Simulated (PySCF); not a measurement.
Can point charges reproduce the dipole moment of `CCCC=C=C[SiH](Cl)Cl`?

Coordinates (GFN2-xTB, Å) and charges (e) from the PBE0/pcSseg-1 density (PySCF):

| atom | x | y | z | Mulliken | IAO | Hirshfeld | ESP-fitted |
| --- | --- | --- | --- | --- | --- | --- | --- |
| C1 | -3.346 | 0.448 | -0.193 | -0.2615 | -0.4175 | -0.1155 | -0.3268 |
| C2 | -2.190 | -0.525 | -0.003 | -0.2936 | -0.2442 | -0.0632 | +0.1486 |
| C3 | -0.902 | 0.202 | 0.390 | -0.1860 | -0.2459 | -0.0588 | +0.0780 |
| C4 | 0.233 | -0.762 | 0.592 | -0.2133 | -0.1926 | -0.0520 | -0.3075 |
| C5 | 1.342 | -0.724 | -0.073 | +0.0158 | +0.0560 | +0.0092 | -0.0186 |
| C6 | 2.475 | -0.609 | -0.705 | -0.4562 | -0.5191 | -0.1744 | -0.2209 |
| Si7 | 3.916 | 0.429 | -0.082 | +0.8844 | +0.9682 | +0.3578 | +0.2990 |
| Cl8 | 3.380 | 1.345 | 1.635 | -0.2910 | -0.2947 | -0.1108 | -0.1272 |
| Cl9 | 4.370 | 1.819 | -1.482 | -0.2943 | -0.3021 | -0.1196 | -0.1462 |
| H10 | -3.532 | 1.005 | 0.723 | +0.1088 | +0.1367 | +0.0397 | +0.0690 |
| H11 | -4.254 | -0.086 | -0.460 | +0.1181 | +0.1436 | +0.0424 | +0.0885 |
| H12 | -3.120 | 1.158 | -0.985 | +0.1112 | +0.1382 | +0.0405 | +0.0738 |
| H13 | -2.020 | -1.079 | -0.929 | +0.1251 | +0.1353 | +0.0359 | -0.0115 |
| H14 | -2.448 | -1.248 | 0.775 | +0.1171 | +0.1291 | +0.0372 | -0.0118 |
| H15 | -1.069 | 0.746 | 1.325 | +0.1361 | +0.1439 | +0.0444 | +0.0372 |
| H16 | -0.634 | 0.927 | -0.381 | +0.1252 | +0.1431 | +0.0424 | +0.0464 |
| H17 | 0.070 | -1.538 | 1.329 | +0.1390 | +0.1691 | +0.0593 | +0.1806 |
| H18 | 2.608 | -1.131 | -1.645 | +0.1666 | +0.1807 | +0.0543 | +0.1601 |
| H19 | 5.112 | -0.367 | 0.162 | -0.0514 | -0.1276 | -0.0689 | -0.0107 |

**Question.** Compute μ = Σ q r for each scheme (1 e·Å = 4.803 D) and compare with the dipole of the full density.

**Answer.** The full density gives (-1.60, -1.61, -0.02) D, 2.27 D in size; dipole vectors point from the negative to the positive end.

| scheme | μx | μy | μz | size (D) | share of the full size (%) | angle to the full dipole (°) |
| --- | --- | --- | --- | --- | --- | --- |
| Mulliken | -0.45 | -1.62 | -0.07 | 1.69 | 74 | 29 |
| IAO | -0.74 | -2.00 | 0.16 | 2.14 | 94 | 25 |
| Hirshfeld | -1.16 | -0.78 | 0.21 | 1.41 | 62 | 15 |
| ESP-fitted | -1.61 | -1.66 | -0.01 | 2.31 | 102 | 1 |

**Question.** Which set comes closest?

**Answer.** Length of the difference vector: ESP-fitted 0.05 D, IAO 0.96 D, Hirshfeld 0.98 D, Mulliken 1.15 D. Closest: ESP-fitted. The schemes that divide the density aren't constrained to reproduce the dipole.

**Question.** What is left for the Hirshfeld atoms' own dipoles?

**Answer.** The shares of the density sum to the whole, so what Σ q r misses lies in dipoles about the nuclei. The atomic dipoles sum to (-1.60, -1.61, -0.02) − (-1.16, -0.78, 0.21) = (-0.44, -0.83, -0.23) D, 0.98 D in size.

**Question.** With the origin at the mean of the coordinates, (-0.001, 0.000, 0.000) Å, which are the largest single terms, by size, of the Mulliken dipole along the direction of the full one?

**Answer.** Si7 -13.01, Cl9 +6.16, Cl8 +4.68, C6 +2.86, C2 -2.70 D; all 19 atoms together +1.47 D. The single terms depend on the origin, their sum doesn't.

**Question.** Give the size of the full dipole in other units.

**Answer.** 2.27 D = 0.894 au = 0.473 e·Å = 7.58 × 10⁻³⁰ C·m.

The structure is a single GFN2-xTB conformer in the gas phase; no vibrational or solvent corrections.

The values belong to the conformer `[CH3:1][CH2:2][CH2:3][CH:4]=[C:5]=[CH:6][SiH:7]([Cl:8])[Cl:9]`: C1–C2–C3–C4 179°, C2–C3–C4–C5 121°, C5–C6–Si7–Cl8 -2°.
